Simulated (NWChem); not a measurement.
Molecule: CH₅BrSi; SMILES C[SiH2]Br

Program: NWChem. This build's default masses of Se (78.918 u) and Br (79.917 u) are each other's, which moves their modes by up to 0.6 %. Each level has its own optimisation; frequencies are unscaled.

For level Hartree-Fock/3-21G:

| Property | Result |
|---|---|
| r C–Si (Å) | 1.899 |
| r Br–Si (Å) | 2.356 |
| r H–Si (Å) | 1.479 |
| highest harmonic frequency (cm⁻¹) | 3282 |
| zero-point energy (kcal/mol) | 36.6 |
| dipole (D) | 3.24 |

Problem. What are these values for level Hartree-Fock/STO-3G?

Solution. 
* **r C–Si (Å)**: 1.860
* **r Br–Si (Å)**: 2.208
* **r H–Si (Å)**: 1.424
* **highest harmonic frequency (cm⁻¹)**: 3760
* **zero-point energy (kcal/mol)**: 42.7
* **dipole (D)**: 2.37
